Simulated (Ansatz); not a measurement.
Basis-set series for `C=C(O)BF`. The species carries charge 0 and has multiplicity 1. Geometry: relaxed with PBE0-D4/def2-TZVP. It is one conformer, not always the lowest.

| functional | basis | functions | energy (Eh) | HOMO (eV) | LUMO (eV) |
| --- | --- | --- | --- | --- | --- |
| PBE0-D4 | def2-SVP | 90 | -278.05031 | -7.18 | -1.35 |
| PBE0-D4 | def2-QZVPP | 405 | -278.39249 | -7.37 | -1.55 |
| ωB97M-V | def2-SVP | 90 | -278.25036 | -9.36 | 0.79 |
| ωB97M-V | def2-QZVPP | 405 | -278.60194 | -9.58 | 0.49 |

Problem. Give the rows for def2-TZVPP. (Best estimate.)

Solution. Computed: 
```
functional       basis  functions  energy (Eh)  HOMO (eV)  LUMO (eV)
   PBE0-D4  def2-TZVPP        211   -278.37718      -7.33      -1.50
   ωB97M-V  def2-TZVPP        211   -278.58743      -9.54       0.57
```

Positive LUMOs are unbound and depend on the basis.
